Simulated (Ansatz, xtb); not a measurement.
A geometry optimisation of C6H9O+ with r2SCAN-D4/def2-SVP

The starting geometry of this gas-phase singlet was built from a drawn formula by distance geometry and a force field; its bonds are those of `CO[C@@H]1C=C[C+]1C`.

```json
{"atom": "C", "x (Å)": "0.3742", "y (Å)": "0.4148", "z (Å)": "-1.8564"}
{"atom": "C", "x (Å)": "-0.9428", "y (Å)": "-0.5240", "z (Å)": "-0.0188"}
{"atom": "C", "x (Å)": "-2.2602", "y (Å)": "-0.3982", "z (Å)": "0.7774"}
{"atom": "C", "x (Å)": "-1.6620", "y (Å)": "-0.1736", "z (Å)": "1.9693"}
{"atom": "C", "x (Å)": "-0.3217", "y (Å)": "-0.2574", "z (Å)": "1.2649"}
{"atom": "C", "x (Å)": "1.0753", "y (Å)": "-0.1593", "z (Å)": "1.6577"}
{"atom": "O", "x (Å)": "-0.7713", "y (Å)": "0.5044", "z (Å)": "-1.0017"}
{"atom": "H", "x (Å)": "1.3203", "y (Å)": "0.4702", "z (Å)": "-1.2185"}
{"atom": "H", "x (Å)": "0.3657", "y (Å)": "1.2118", "z (Å)": "-2.5895"}
{"atom": "H", "x (Å)": "0.3864", "y (Å)": "-0.5667", "z (Å)": "-2.3832"}
{"atom": "H", "x (Å)": "-0.7563", "y (Å)": "-1.5233", "z (Å)": "-0.3877"}
{"atom": "H", "x (Å)": "-3.3010", "y (Å)": "-0.4253", "z (Å)": "0.4115"}
{"atom": "H", "x (Å)": "-1.9826", "y (Å)": "-0.0072", "z (Å)": "2.9576"}
{"atom": "H", "x (Å)": "1.1974", "y (Å)": "-0.3261", "z (Å)": "2.7761"}
{"atom": "H", "x (Å)": "1.4615", "y (Å)": "0.8490", "z (Å)": "1.4847"}
{"atom": "H", "x (Å)": "1.7209", "y (Å)": "-0.8988", "z (Å)": "1.1419"}
```

Question: Predict what becomes of its bonds when it is optimised with r2SCAN-D4/def2-SVP.

Answer: It keeps its bonds, and is `CO[C@@H]1C=C[C+]1C`.

The energy falls by 0.90 eV over 19 steps:

```json
{"step": "1", "E − E(last) (eV)": "0.898"}
{"step": "3", "E − E(last) (eV)": "0.281"}
{"step": "5", "E − E(last) (eV)": "0.181"}
{"step": "7", "E − E(last) (eV)": "0.083"}
{"step": "9", "E − E(last) (eV)": "0.020"}
{"step": "11", "E − E(last) (eV)": "0.006"}
{"step": "13", "E − E(last) (eV)": "0.003"}
{"step": "15", "E − E(last) (eV)": "0.001"}
{"step": "17", "E − E(last) (eV)": "0.000"}
{"step": "19", "E − E(last) (eV)": "0.000"}
```

Final geometry (Å):

```yaml
atoms:
  - { symbol: C, position_ang: [0.2105, 0.2215, -2.1433] }
  - { symbol: C, position_ang: [-0.6096, -0.5352, -0.0490] }
  - { symbol: C, position_ang: [-1.9177, -0.2722, 0.6884] }
  - { symbol: C, position_ang: [-1.5511, -0.7974, 1.9103] }
  - { symbol: C, position_ang: [-0.2649, -0.5137, 1.4436] }
  - { symbol: C, position_ang: [0.8944, 0.1476, 2.0538] }
  - { symbol: O, position_ang: [-0.0906, 0.4889, -0.7655] }
  - { symbol: H, position_ang: [0.9171, -0.6197, -2.2289] }
  - { symbol: H, position_ang: [0.6725, 1.1324, -2.5390] }
  - { symbol: H, position_ang: [-0.7111, 0.0013, -2.7050] }
  - { symbol: H, position_ang: [-0.5536, -1.5376, -0.5065] }
  - { symbol: H, position_ang: [-2.7000, 0.4555, 0.4285] }
  - { symbol: H, position_ang: [-2.0203, -0.9523, 2.8823] }
  - { symbol: H, position_ang: [0.8240, 0.2147, 3.1462] }
  - { symbol: H, position_ang: [0.9981, 1.1558, 1.6165] }
  - { symbol: H, position_ang: [1.8059, -0.3994, 1.7529] }
```

From the same start GFN2-xTB reaches the same bonding as this run.

No frequencies were run, so the end isn't proven a minimum. Run with Ansatz 0.2.0, 40 s on 4 threads of Arm Neoverse V1 (shared host).
